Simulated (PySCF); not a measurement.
## How methods differ on the excitation energy of Tm⁺

Tm⁺ [Xe] 4f13 6s1 (3F) → Tm⁺ [Xe] 4f13 6p1 (high-spin determinant), as a difference of total energies. All numbers are calculated (PySCF 2.14, scalar relativity by spin-free X2C-1e, in ANO-RCC-VTZP). Correlated levels: valence: [Kr] 4d10 frozen; valence and next inner shell: [Ar] 3d10 frozen. The calculations carry no spin-orbit coupling.

| method | excitation energy (eV) |
| --- | --- |
| UHF | 3.354 |
| LDA | 3.608 |
| PBE | 3.416 |
| PBE0 | 3.411 |
| r2SCAN | 3.338 |
| MP2 (valence) | 3.802 |
| SCS-MP2 (valence) | 3.710 |
| MP2 (valence and next inner shell) | 3.803 |
| SCS-MP2 (valence and next inner shell) | 3.712 |

**Question.** How much does correlation contribute at MP2 (valence and next inner shell)?

**Answer.** 3.803 − (3.354) = 0.449 eV, measured against UHF.

A first-order spin-orbit estimate (lowest level to lowest level, LS coupling) adds 0.086 eV.

The basis was made for the ground configuration and has no added diffuse functions, so the excitation energy can come out too high.

The determinant of the upper state mixes LS terms, which raises its energy above the lowest term, most at the Hartree-Fock and MP2 levels.
